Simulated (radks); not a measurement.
Results of a calculation; reference values are marked as such.
How relativity changes the ionisation of the caesium ion Cs+ ([Xe]) to Cs2+ ([Kr] 4d10 5s2 5p5). Spin-unpolarised spherical Kohn-Sham, BLYP, point nucleus unless stated (finite: rms radius 4.8041 fm), a radial shooting solver on a logarithmic mesh with Libxc functionals. A level marked "c x" has the speed of light scaled by that factor and shares open shells by 2j + 1; other Dirac levels either fill j = l - 1/2 first or share by 2j + 1.

\begin{tabular}{lrrrrr}
level & E(Cs+) (hartree) & E(Cs2+) (hartree) & IE (eV) & HOMO & <r> HOMO (bohr) \\ \hline
non-rel. & -7556.5648 & -7555.7055 & 23.383 & 5p & 2.095 \\
scalar-rel. & -7787.4865 & -7786.6247 & 23.450 & 5p & 2.076 \\
scalar-rel., finite nucleus & -7787.1903 & -7786.3285 & 23.451 & 5p & 2.076 \\
Dirac, 2j+1 shares & -7790.8345 & -7789.9711 & 23.494 & 5p3/2 & 2.108 \\
Dirac, low j first & -7790.8345 & -7789.9935 & 22.886 & 5p3/2 & 2.108 \\
Dirac, 2j+1 shares, finite nucleus & -7790.5372 & -7789.6738 & 23.494 & 5p3/2 & 2.108 \\
Dirac, c x 0.85 & -7892.0682 & -7891.2025 & 23.555 & 5p3/2 & 2.114 \\
Dirac, c x 2 & -7611.6404 & -7610.7803 & 23.405 & 5p3/2 & 2.098 \\
Dirac, c x 100 & -7556.5864 & -7555.7271 & 23.383 & 5p3/2 & 2.095 \\
\end{tabular}

NIST Atomic Spectra Database: 23.157 eV (measured). The relativistic part of the total energy of Cs+ is -234 hartree (Dirac, 2j+1 shares, finite nucleus), 3.1 % of the non-relativistic value. Spin polarisation and multiplet splitting of open shells are left out at every level.

Beside tabulated values, note that relativity, absent from the non-relativistic runs, is large for the heavy elements, and spin-unpolarised runs miss the spin-polarisation part of the exchange energy of open shells.
